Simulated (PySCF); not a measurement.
Species: C6H9O3P.
SMILES with atom numbers: `[CH3:1][P@@:2](=[O:3])([CH2:4][OH:5])[c:6]1[cH:7][cH:8][o:9][cH:10]1` (hydrogens: H11, H12, H13 on C1; H14, H15 on C4; H16 on O5; H17 on C7; H18 on C8; H19 on C10)

The same species was optimised twice, with GFN2-xTB and with PBE0-D3(BJ)/def2-SVP (PySCF), and the same property calculations (PySCF, gas phase) were run on both structures.

| coordinate | GFN2-xTB | PBE0-D3(BJ)/def2-SVP | change |
| --- | --- | --- | --- |
| P2=O3 (Å) | 1.470 | 1.506 | +0.036 |
| C1–P2 (Å) | 1.830 | 1.808 | -0.022 |
| P2–C4 (Å) | 1.858 | 1.838 | -0.020 |
| C6–C7 (Å) | 1.422 | 1.438 | +0.016 |
| P2–C6 (Å) | 1.799 | 1.789 | -0.010 |
| O9–C10 (Å) | 1.335 | 1.341 | +0.006 |
| C8–O9 (Å) | 1.345 | 1.351 | +0.006 |
| C7–C8 (Å) | 1.358 | 1.361 | +0.003 |
| C4–O5 (Å) | 1.398 | 1.395 | -0.003 |
| C6–C10 (Å) | 1.367 | 1.368 | +0.001 |
| O3–P2–C4 (°) | 110.3 | 106.8 | -3.5 |
| C4–P2–C6 (°) | 106.8 | 108.2 | +1.4 |
| C1–P2–C4 (°) | 105.2 | 106.4 | +1.2 |
| P2–C6–C10 (°) | 123.6 | 122.4 | -1.2 |
| P2–C6–C7 (°) | 130.8 | 132.0 | +1.2 |
| C1–P2–O3 (°) | 113.6 | 114.4 | +0.8 |
| P2–C4–O5 (°) | 106.7 | 105.9 | -0.8 |
| C1–P2–C6 (°) | 106.6 | 107.2 | +0.6 |
| C1–P2–C4–O5 (°) | -72 | -80 | -8 |
| C1–P2–C6–C7 (°) | -59 | -50 | +9 |

Rotational constants: A = 2382, B = 697.5, C = 668.1 MHz (GFN2-xTB) against A = 2365, B = 696.0, C = 678.7 MHz (PBE0-D3(BJ)/def2-SVP). Point groups within 0.08 Å: C1 and C1.

On the GFN2-xTB structure: HOMO (eV) -7.22 [PBE0/pcSseg-1]; LUMO (eV) -0.33 [PBE0/pcSseg-1]; dipole (D) 3.79 [PBE0/pcSseg-1]; GIAO shielding of C1 (ppm) 168.6 [PBE0/pcSseg-1]; GIAO shielding of P2 (ppm) 316.4 [PBE0/pcSseg-1]; GIAO shielding of O3 (ppm) 269.8 [PBE0/pcSseg-1]; GIAO shielding of C4 (ppm) 119.8 [PBE0/pcSseg-1]; GIAO shielding of O5 (ppm) 340.4 [PBE0/pcSseg-1]; GIAO shielding of C6 (ppm) 61.8 [PBE0/pcSseg-1]; GIAO shielding of C7 (ppm) 71.8 [PBE0/pcSseg-1]; GIAO shielding of C8 (ppm) 37.9 [PBE0/pcSseg-1].

**Question.** What do these properties become on the PBE0-D3(BJ)/def2-SVP structure?

**Answer.** 
| property | level | on GFN2-xTB | on PBE0-D3(BJ)/def2-SVP | change |
| --- | --- | --- | --- | --- |
| HOMO (eV) | PBE0/pcSseg-1 | -7.22 | -7.30 | -0.08 |
| LUMO (eV) | PBE0/pcSseg-1 | -0.33 | -0.43 | -0.10 |
| dipole (D) | PBE0/pcSseg-1 | 3.79 | 4.39 | +0.60 |
| energy, GFN2-xTB geometry as zero (kcal/mol) | PBE0/pcSseg-1 | 0.0 | -1.5 | -1.5 |
| GIAO shielding of C1 (ppm) | PBE0/pcSseg-1 | 168.6 | 168.8 | +0.2 |
| GIAO shielding of P2 (ppm) | PBE0/pcSseg-1 | 316.4 | 309.0 | -7.4 |
| GIAO shielding of O3 (ppm) | PBE0/pcSseg-1 | 269.8 | 266.7 | -3.1 |
| GIAO shielding of C4 (ppm) | PBE0/pcSseg-1 | 119.8 | 120.7 | +0.9 |
| GIAO shielding of O5 (ppm) | PBE0/pcSseg-1 | 340.4 | 336.1 | -4.3 |
| GIAO shielding of C6 (ppm) | PBE0/pcSseg-1 | 61.8 | 62.7 | +0.9 |
| GIAO shielding of C7 (ppm) | PBE0/pcSseg-1 | 71.8 | 70.1 | -1.7 |
| GIAO shielding of C8 (ppm) | PBE0/pcSseg-1 | 37.9 | 35.9 | -2.0 |

The heavy atoms differ by 0.130 Å rms after alignment. Among bonds between heavy atoms P2=O3 changes most (+0.036 Å). Changes are differences of the printed values. Neither structure is proved a minimum here.

Conformer computed: `[CH3:1][P@@:2](=[O:3])([CH2:4][OH:5])[c:6]1[cH:7][cH:8][o:9][cH:10]1`: C1–P2–C4–O5 -80°, C1–P2–C6–C7 -50°, H–O5–C4–P2 -40°.
